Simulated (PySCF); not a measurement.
ClLi (SMILES [Li][Cl]), singlet, at a GFN2-xTB geometry (such geometries of metal compounds can be far from the true shape). Base run: BLYP/6-31G** in PySCF.

Here is a job for PySCF.
```python
from pyscf import gto, scf, dft

mol = gto.M(
    atom='''
Li   -0.00000000   -0.00000000   -1.66311369
Cl    0.00000000    0.00000000    0.29349065
''',
    basis='6-31g**',
    verbose=4,
)

mf = dft.RKS(mol)
mf.xc = 'blyp'
mf.kernel()
```

Variants of this job, named by their change:

```csv
change,ΔE vs base (mEh),fitting functions,dipole (D),outcome
base,0.000,-,6.44,converged
auxbasis = autoaux,-0.012,262,6.44,converged
auxbasis = cc-pvtz-ri,?,?,6.44,converged
auxbasis = cc-pvtz-jkfit,-,-,-,input refused
auxbasis = def2-tzvp-ri,-29.415,152,6.45,converged
auxbasis = def2-universal-jfit,-0.012,100,6.44,converged
auxbasis = even-tempered beta=2.0,-0.013,257,6.44,converged
auxbasis = def2-svp-ri,?,?,?,converged
auxbasis = even-tempered beta=1.6,-0.003,374,6.44,converged
auxbasis = cc-pvdz-jkfit,-,-,-,input refused
```

Problem. What belongs in the gaps?

Solution. 
- auxbasis = cc-pvtz-ri, ΔE vs base (mEh): -14.200
- auxbasis = cc-pvtz-ri, fitting functions: 203
- auxbasis = def2-svp-ri, ΔE vs base (mEh): -870.8
- auxbasis = def2-svp-ri, fitting functions: 87
- auxbasis = def2-svp-ri, dipole (D): 6.42

A fitting set is made for a task (jfit for Coulomb, jkfit for Coulomb and exchange, ri for correlation) and for a family of orbital bases.

- auxbasis = cc-pvtz-jkfit: ended with `pyscf.lib.exceptions.BasisNotFoundError: Basis set not found for Li in cc-pvtz-jkfit`
- auxbasis = cc-pvdz-jkfit: ended with `pyscf.lib.exceptions.BasisNotFoundError: Basis set not found for Li in cc-pvdz-jkfit`
